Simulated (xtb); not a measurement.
disilicic acid (H6O7Si2), singlet, at a GFN2-xTB geometry. Base run: xtb with GFN2-xTB.

Geometry (Å):
```xyz
15

O      2.7948     0.3835     0.4530
Si     1.3966    -0.4258     0.3601
O      1.4083    -1.4760    -0.8656
O      1.1784    -1.2145     1.7541
O      0.2061     0.6778     0.1202
Si    -1.3357     0.5271    -0.3267
O     -1.7741     1.9002    -1.0793
O     -1.4315    -0.7990    -1.2702
O     -2.3705     0.2945     0.8963
H      3.1255     0.8213    -0.3257
H      0.5485    -1.7343    -1.1981
H      1.3474    -0.7584     2.5735
H     -1.1731     2.2993    -1.7015
H     -2.2969    -1.1739    -1.4127
H     -2.4953     0.9948     1.5298
```
All else is at xtb's defaults.
Base energy -35.38386 Eh.

Variants of this job, named by their change:

```json
[
 {"change": "base", "ΔE vs base (kcal/mol)": "0.000", "HOMO-LUMO gap (eV)": "9.77", "dipole (D)": "2.54", "G_solv (kcal/mol)": "-", "SCF cycles": "11"},
 {"change": "acc = 0.1", "ΔE vs base (kcal/mol)": "0.000", "HOMO-LUMO gap (eV)": "9.77", "dipole (D)": "2.54", "G_solv (kcal/mol)": "-", "SCF cycles": "14"},
 {"change": "file = coord", "ΔE vs base (kcal/mol)": "0.000", "HOMO-LUMO gap (eV)": "9.77", "dipole (D)": "2.54", "G_solv (kcal/mol)": "-", "SCF cycles": "11"},
 {"change": "gbsa = thf", "ΔE vs base (kcal/mol)": "-27.10", "HOMO-LUMO gap (eV)": "9.85", "dipole (D)": "2.89", "G_solv (kcal/mol)": "-32.70", "SCF cycles": "13"},
 {"change": "alpb = hexane", "ΔE vs base (kcal/mol)": "-2.79", "HOMO-LUMO gap (eV)": "9.79", "dipole (D)": "2.60", "G_solv (kcal/mol)": "-2.84", "SCF cycles": "11"},
 {"change": "gbsa = acetonitrile", "ΔE vs base (kcal/mol)": "-16.14", "HOMO-LUMO gap (eV)": "9.82", "dipole (D)": "2.79", "G_solv (kcal/mol)": "-18.07", "SCF cycles": "13"},
 {"change": "alpb = cs2", "ΔE vs base (kcal/mol)": "-4.55", "HOMO-LUMO gap (eV)": "9.78", "dipole (D)": "2.61", "G_solv (kcal/mol)": "-4.61", "SCF cycles": "11"}
]
```

ALPB and GBSA are two models with their own fitted parameters for each solvent, which aren't always the measured dielectric constant.
